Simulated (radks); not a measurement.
Q: Successive ionisation energies (eV) of one element, from differences of total energies of ions in their ground configurations, starting at charge 0: 8.410, 21.583, 39.245, 59.894, 83.092, 108.56, 136.11, 166.11, 197.53, 230.72, 265.62, 367.33, 402.63, 438.73, 475.60, 517.55, 555.95, 633.38, 669.60, 1689.5, 1802.7, 1918.3. Method: Dirac Kohn-Sham, relativistic LDA (MacDonald-Vosko exchange, VWN5 correlation), spin-unpolarised, spherical densities, finite nucleus; open shells fill j = l - 1/2 first; Fermi nuclear charge, rms radius 3.8823 fm; computed with a radial shooting solver on a logarithmic mesh with Libxc functionals. Which element is it?

A: Copper (Z = 29). The first species listed is Cu in [Ar] 3d10 4s1, the last Cu21+ in [He] 2s2 2p4.
